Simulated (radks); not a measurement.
The numbers below are computed, except where a source is named.
Correlation energies from several functionals, in hartree. Species: Tc [Kr] 4d5 5s2; C2+ [He] 2s2; Ga2+ [Ar] 3d10 4s1; Ge2+ [Ar] 3d10 4s2. Code: a radial shooting solver on a logarithmic mesh with Libxc functionals. Model: non-relativistic Kohn-Sham, exchange-only LDA, spin-polarised, spherical densities, point nucleus. Every spin shell is full or empty, so the densities are truly spherical. Functionals are evaluated on that one density, not self-consistently.

| functional | Tc | C2+ | Ga2+ | Ge2+ |
|---|---|---|---|---|
| PW92 | -3.9328 | -0.27318 | -2.6601 | -2.7661 |
| Chachiyo | -3.8736 | -0.26733 | -2.6204 | -2.7256 |
| PBEsol | -2.4399 | -0.11768 | -1.6043 | -1.6670 |
| LYP | -2.0756 | -0.11452 | -1.4178 | -1.4781 |
| PW91 | -2.3206 | -0.10823 | -1.5235 | -1.5820 |
| TPSS | -2.1429 | -0.097272 | -1.4027 | -1.4579 |
| r2SCAN | -2.1753 | -0.096316 | -1.4206 | -1.4807 |
| B95 | -2.5911 | -0.11587 | -1.6864 | -1.7601 |
